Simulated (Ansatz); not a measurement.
Ansatz (a program for electronic structure) input (CCSD(T)/cc-pVTZ):

Ansatz 0.2 input:
```yaml
crystal:
  periodic: [false, false, false]
  atoms:
    - {symbol: F, position_ang: [0.00000000, 0.00000000, 0.00000000]}
basis:
  gaussian:
    orbitals: cc-pVTZ
magnetization: {spin_polarized: true, initial_magnetization: 1}
correlation: {method: ccsd_t, electrons: outside_noble_gas}
scf: {lower_state_search: full}
```

Output:

```
Functional definition: HF
integrals: 0.01 GiB planned
185 factors; integrals over basis functions are off by at most 2.5e-4 eV
mean field: 0.05 GiB planned
mean field evaluation 1: about -2704.7552 eV, gradient 9.0e0 eV
mean field evaluation 2: about -2704.7557 eV, gradient 9.0e0 eV
mean field evaluation 4: about -2704.9590 eV, gradient 9.3e-1 eV
mean field evaluation 8: about -2704.9621 eV, gradient 9.1e-4 eV
mean field evaluation 16: about -2704.9621 eV, gradient 5.9e-2 eV
mean field evaluation 32: about -2704.9622 eV, gradient 3.7e-3 eV
mean field evaluation 64: about -2704.9621 eV, gradient 3.6e-6 eV
mean field -2704.96213149 eV, -99.4055248430 hartree, gradient 3.6e-6 eV, S^2 0.753414; 6 other end points of the search recorded, 0 dependent functions left out
1 core orbitals not correlated
reference -2704.96213149 eV, -99.4055248430 hartree; 4, 3 occupied and 25, 26 virtual orbitals, 185 factors
second order -5.43778377 eV of doubles, -0.00000000 eV of singles
coupled cluster: 0.06 GiB planned
cycle   1  -5.66481536 eV  change   -2.3e-1 eV  update   2.3e-2
cycle   2  -5.74147716 eV  change   -7.7e-2 eV  update   6.7e-3
cycle   3  -5.74859132 eV  change   -7.1e-3 eV  update   2.3e-3
cycle   4  -5.74777112 eV  change    8.2e-4 eV  update   8.4e-4
cycle   5  -5.74829468 eV  change   -5.2e-4 eV  update   2.0e-4
cycle   6  -5.74827830 eV  change    1.6e-5 eV  update   3.8e-5
cycle   7  -5.74828152 eV  change   -3.2e-6 eV  update   8.4e-6
perturbative correction -0.09769022 eV, -0.0035900495 hartree
Total energy: -2710.80810323 eV, -99.6203603419 hartree
```
